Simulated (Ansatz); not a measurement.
`[BH2][Al]([NH2])[NH2]` + `[SiH3][SiH3]` → `[NH2][Al]([NH2])[SiH2][SiH3]` + BH₃  (formal exchange of groups at the Al–B bond)

Program: Ansatz. Geometries: PBE0-D4/def2-TZVP. ΔE: electronic, gas phase. CCSD(T)/CBS adds triple-zeta CCSD(T) − MP2 to the extrapolated MP2 energy (def2 sets, frozen cores). This one scheme is used for every species. Functionals use def2-TZVPP. One conformer a species, not always the lowest.

```tsv
level	ΔE (kJ/mol)
BHLYP	-41.0
CAM-B3LYP	-39.4
RPA@PBE/def2-TZVPP	-44.7
MP2/def2-SVP	-49.4
```

(1) What does CCSD(T)/CBS give? (Best estimate.)

Largest T1 diagnostic among the species: 0.013.

Answers

(1) Ansatz gave: -46.3 kJ/mol. The listed levels differ from it by 5.3, 6.9, 1.6, -3.1 kJ/mol.

The D4 term adds −6.6 kJ/mol with B3LYP and −4.2 kJ/mol with PBE0; it sums over pairs of atoms, weighted by their polarisabilities, and B3LYP, whose exchange is more repulsive, gets the larger term. Leaving LDA and LC-ωPBE aside and taking each functional with its dispersion term where it has one, the values, not all of them listed here, spread over 7.1 kJ/mol, from HSE06-D4 to CAM-B3LYP-D4. In def2-TZVPP, CCSD(T) changes the Hartree–Fock value by −7.9 kJ/mol (the triples alone add −2.5 kJ/mol) and MP2 by −12.1 kJ/mol.

B3LYP here is the variant with VWN-RPA as its local correlation; programs differ in this.
